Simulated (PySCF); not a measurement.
Computed shifts of a molecule C4H10OSi, PBE/pcSseg-1 (PySCF), GIAO, gas phase, atoms alike by connectivity averaged where their shifts nearly agree, in ppm (number of nuclei): ¹³C: 144.7 (1), 121.3 (1), 72.6 (1), 43.0 (1). ²⁹Si: -63.0 (1). ¹H: 6.26 (1), 5.51 (2), 4.33 (1), 4.22 (3), 4.13 (1), 2.37 (1), 0.84 (1). References: ¹³C against TMS (σ = 182.0 ppm); ²⁹Si against TMS (σ = 335.4 ppm); ¹⁷O against H2O (σ = 334.3 ppm); ¹H against TMS (σ = 31.49 ppm), references at their B3LYP-D3(BJ)/def2-TZVP geometries, non-relativistic. Coordinates come from a PBE0-D3(BJ)/def2-SVP optimisation. One conformer was computed; it need not be the lowest.

Q: Which structure fits?
A) C[C@@]1([SiH3])CCO1
B) C=C(C)[Si@@H](C)O
C) C=C[C@@H]([SiH3])OC
D) C=C[C@H]([SiH3])CO

A: D, C=C[C@H]([SiH3])CO
